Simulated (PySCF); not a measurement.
Bi(OH)3 (BiH3O3), SMILES [OH][Bi]([OH])[OH]. Heavy atoms are numbered as in [Bi:1]([OH:2])([OH:4])[OH:6]. Hydrogens are named by the atom that carries them.

Coordinates come from a r2SCAN-D4/def2-SVP optimisation. The def2 effective core potentials stand for the cores of Bi; spin–orbit coupling is left out. The values are those of a single conformer.

Calculation: M06-2X/def2-TZVP run with PySCF.

ESP charges are fitted to the potential on shells at 1.4 to 2.0 van der Waals radii. Atomic charges (e), one atom of each kind:

| atom | ESP fit | Löwdin |
|---|---|---|
| Bi1 | 1.03 | 0.95 |
| O2 (OH) | -0.73 | -0.46 |
| H on O2 | 0.39 | 0.14 |
